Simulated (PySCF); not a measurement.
C4H4.

```xyz
8

C      0.0000     0.0000     1.5957
C      0.0000     0.0000     0.2626
C      0.0000     0.6616    -1.0217
C      0.0000    -0.6616    -1.0217
H      0.0000    -0.9376     2.1554
H      0.0000     0.9376     2.1554
H      0.0000     1.5835    -1.6001
H      0.0000    -1.5835    -1.6001
```

Geometry optimised at B3LYP-D3(BJ)/def2-SVP.

The numbers are results of PySCF with PBE/pcSseg-1, not measurements. Non-relativistic, no solvent.

Give the absolute GIAO shielding of each atom: isotropic value and principal components (ppm). (The exact figures need the calculation; the answer reports its results.)


```
atom  σ(iso)    σ11    σ22    σ33   span
----  ------  -----  -----  -----  -----
C1     114.9   46.3  129.1  169.2  122.9
C2      58.2  -57.2   27.8  203.8  261.0
C3      37.8  -72.2    3.2  182.3  254.4
C4      37.8  -72.2    3.2  182.3  254.4
H5      27.2   24.7   26.5   30.5    5.8
H6      27.2   24.7   26.5   30.5    5.8
H7      23.1   20.7   23.4   25.3    4.6
H8      23.1   20.7   23.4   25.3    4.6
```
